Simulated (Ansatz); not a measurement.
Reaction (formal exchange of groups at the Si–Se bond): `B[Se][SiH2]Cl` + `[F][GeH3]` → `[F][GeH2][SiH2]Cl` + `B[SeH]`

Program: Ansatz. Geometries: PBE0-D4/def2-TZVP. ΔE: electronic, gas phase. CBS: MP2 limit from def2 TZ/QZ plus the TZ coupled-cluster correction, frozen cores. Functionals use def2-TZVPP. B3LYP here is the variant with VWN-RPA as its local correlation; programs differ in this. For Ge, Se outer-core shells are correlated without core-valence functions, which leaves a few kJ/mol of doubt a bond. Scalar relativity is left out up to krypton. Each species was taken in one conformer, which may not be the lowest.

```tsv
level	ΔE (kcal/mol)	difference from CCSD(T)/CBS
PBE-D4	9.9	-2.6
r2SCAN-D4	11.3	-1.2
PBE0-D4	11.1	-1.4
B3LYP-D4	11.0	-1.5
ωB97X-V	11.5	-1.0
ωB97M-V	12.2	-0.3
B2PLYP	11.7	-0.8
PBE	9.4	-3.1
r2SCAN	11.2	-1.3
PBE0	10.6	-1.9
B3LYP	10.0	-2.5
HF/def2-TZVPP	12.9	0.4
MP2/def2-TZVPP	14.4	1.9
SCS-MP2/def2-TZVPP	13.6	1.1
CCSD/def2-TZVPP	11.7	-0.8
CCSD(T)/def2-TZVPP	11.9	-0.6
HF/def2-QZVPP	13.0	0.5
MP2/def2-QZVPP	14.8	2.3
SCS-MP2/def2-QZVPP	14.0	1.5
HF/CBS(def2)	13.0	0.5
MP2/CBS(def2)	15.0	2.5
CCSD/CBS(def2)	12.3	-0.2
CCSD(T)/CBS	12.5	0
```

Largest T1 diagnostic among the species: 0.013.

The D4 term adds +1.0 kcal/mol with B3LYP and +0.5 kcal/mol with PBE0; it sums over pairs of atoms, weighted by their polarisabilities, and B3LYP, whose exchange is more repulsive, gets the larger term. From PBE to PBE0 (25 % exact exchange), in def2-TZVPP and without D4, ΔE moves by +1.2 kcal/mol.
